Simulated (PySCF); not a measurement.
**How methods differ on the excitation energy of Tc**

Tc [Kr] 4d5 5s2 (6S) → Tc [Kr] 4d5 5s1 6s1 (8S), as a difference of total energies. Calculation: PySCF 2.14, in dyall-av2z; the non-relativistic Hamiltonian (point nucleus). Correlated levels: valence: [Kr] frozen; virtual orbitals above 40 to 60 times the deepest correlated orbital energy dropped. The calculations carry no spin-orbit coupling.

```
           method  excitation energy (cm⁻¹)
              UHF                     25366
              LDA                     36360
              PBE                     33028
             PBE0                     32148
           r2SCAN                     31480
             BP86                     34841
           revPBE                     32303
           PBEsol                     33135
    MP2 (valence)                     33083
SCS-MP2 (valence)                     35413
```

The promoted electron is Rydberg-like, and one or two diffuse shells describe it only roughly, which tends to raise the upper state.
